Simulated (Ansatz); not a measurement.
Computed with Ansatz on PBE0-D4/def2-TZVP structures; ΔE is electronic, products minus reactants. CBS: MP2 limit from def2 TZ/QZ plus the TZ coupled-cluster correction, frozen cores. This one scheme is used for every species. DFT in def2-TZVPP. B3LYP here is the variant with VWN-RPA as its local correlation; programs differ in this. For Br outer-core shells are correlated without core-valence functions, which leaves a few kJ/mol of doubt a bond. Scalar relativity is left out up to krypton. Each species was taken in one conformer, which may not be the lowest.

`BO[SiH](O)[SiH3]` + `OC[SiH2]Br` → `BOC[SiH2]Br` + `O[SiH](O)[SiH3]`  (ligand exchange at a B–O bond)

| level | ΔE (kcal/mol) |
| --- | --- |
| PBE-D4 | -2.8 |
| PBE0-D4 | -2.3 |
| ωB97X-V | -2.4 |
| PBE0 | -2.4 |
| B3LYP | -2.7 |
| HF/def2-TZVPP | -1.5 |
| HF/def2-QZVPP | -1.4 |
| MP2/CBS(def2) | -2.7 |

**Question.** What does CCSD(T)/CBS give? (Best estimate.)

**Answer.** Computed: -2.5 kcal/mol. The listed levels differ from it by -0.3, 0.2, 0.1, 0.1, -0.2, 1.0, 1.1, -0.2 kcal/mol.

Largest T1 diagnostic among the species: 0.014.

In def2-TZVPP, CCSD(T) changes the Hartree–Fock value by −1.2 kcal/mol (the triples alone add −0.2 kcal/mol) and MP2 by −1.4 kcal/mol.
